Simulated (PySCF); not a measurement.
C3H7ClOSi.
SMILES: `C/C=C(\Cl)O[SiH3]`

Jobs on this species (13 atoms, 64 electrons) with PySCF (density fitting). Hardware of each: Arm Neoverse V2, one thread, no GPU (shared host). The host was shared with other jobs, so the times are rough. Peak memory is the resident size of the whole Python process, interpreter and libraries included.

```json
{"level and settings": "OPBE/pcSseg-1", "work": "shieldings", "basis functions": "151", "SCF cycles": "?", "wall time": "?", "peak memory": "?"}
{"level and settings": "KT3/pcSseg-1", "work": "shieldings", "basis functions": "151", "SCF cycles": "16", "wall time": "18 s", "peak memory": "0.80 GiB"}
{"level and settings": "LC-wPBE/pcSseg-1", "work": "shieldings", "basis functions": "151", "SCF cycles": "14", "wall time": "22 s", "peak memory": "0.80 GiB"}
{"level and settings": "KT2/pcSseg-1", "work": "shieldings", "basis functions": "151", "SCF cycles": "16", "wall time": "18 s", "peak memory": "0.79 GiB"}
{"level and settings": "wB97X-D/pcSseg-1", "work": "shieldings", "basis functions": "151", "SCF cycles": "14", "wall time": "17 s", "peak memory": "0.88 GiB"}
{"level and settings": "BP86/pcSseg-1", "work": "shieldings", "basis functions": "151", "SCF cycles": "15", "wall time": "17 s", "peak memory": "0.79 GiB"}
{"level and settings": "PBE0/STO-3G", "work": "shieldings, charges and field gradients", "basis functions": "45", "SCF cycles": "13", "wall time": "3.5 s", "peak memory": "0.41 GiB"}
{"level and settings": "CAM-B3LYP/pcSseg-1", "work": "shieldings", "basis functions": "151", "SCF cycles": "13", "wall time": "17 s", "peak memory": "0.84 GiB"}
{"level and settings": "PBE0/6-31G", "work": "shieldings, charges and field gradients", "basis functions": "76", "SCF cycles": "13", "wall time": "6.8 s", "peak memory": "0.48 GiB"}
```

**Question.** Fill in the missing figures.

**Answer.** 
- OPBE/pcSseg-1; shieldings: 18 s, 0.79 GiB, 16 SCF cycles

**Question.** What do all jobs in the table cost together?

**Answer.** About 2.3 min; the longest takes about 16 % of that, and about 6.3 times as long as the shortest.
